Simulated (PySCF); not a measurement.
Ga (SMILES [Ga+]), charge +1, singlet. Base run: HF/def2-SVP (PySCF).

Here is a job for PySCF.
```python
from pyscf import gto, scf

mol = gto.Mole()
mol.atom = '''
    Ga    0.000000    0.000000    0.000000
'''
mol.basis = 'def2-svp'
mol.charge = 1
mol.spin = 0
mol.verbose = 4
mol.build()

mf = scf.RHF(mol)
mf.kernel()
```

The base run was repeated with changes; each row names its change, and settings that it needs were set with it.

| change | E (Eh) | HOMO (eV) | HOMO-LUMO gap (eV) |
|---|---|---|---|
| base | -1922.77019 | -18.70 | 13.41 |
| functional = pw91,pw91 | ___ | ___ | ___ |
| functional = wb97x_v | -1924.15864 | -19.24 | 13.05 |
| functional = scan | ___ | ___ | ___ |
| functional = b3lyp5 | -1924.27200 | -16.87 | 8.37 |
| functional = lda,vwn | -1921.30980 | -16.40 | 7.05 |
| functional = pbe | -1924.04716 | -16.09 | 6.96 |
| functional = bp86 | -1924.59755 | -16.29 | 7.02 |
| functional = camb3lyp | ___ | ___ | ___ |
| functional = b3lyp | -1924.39200 | -16.96 | 8.37 |
| functional = blyp; dispersion = d3zero | ___ | ___ | 6.96 |
| functional = wb97m_v | -1924.24265 | -19.26 | 12.85 |
| functional = o3lyp | -1924.74930 | -16.25 | 7.63 |

Q: What belongs in the gaps?

A: 
- functional = pw91,pw91, E (Eh): -1924.48791
- functional = pw91,pw91, HOMO (eV): -16.18
- functional = pw91,pw91, HOMO-LUMO gap (eV): 6.97
- functional = scan, E (Eh): -1924.50055
- functional = scan, HOMO (eV): -16.46
- functional = scan, HOMO-LUMO gap (eV): 7.67
- functional = camb3lyp, E (Eh): -1924.45543
- functional = camb3lyp, HOMO (eV): -18.45
- functional = camb3lyp, HOMO-LUMO gap (eV): 11.14
- functional = blyp; dispersion = d3zero, E (Eh): -1924.42293
- functional = blyp; dispersion = d3zero, HOMO (eV): -16.11

Absolute energies of different levels of theory aren't comparable as measures of quality.
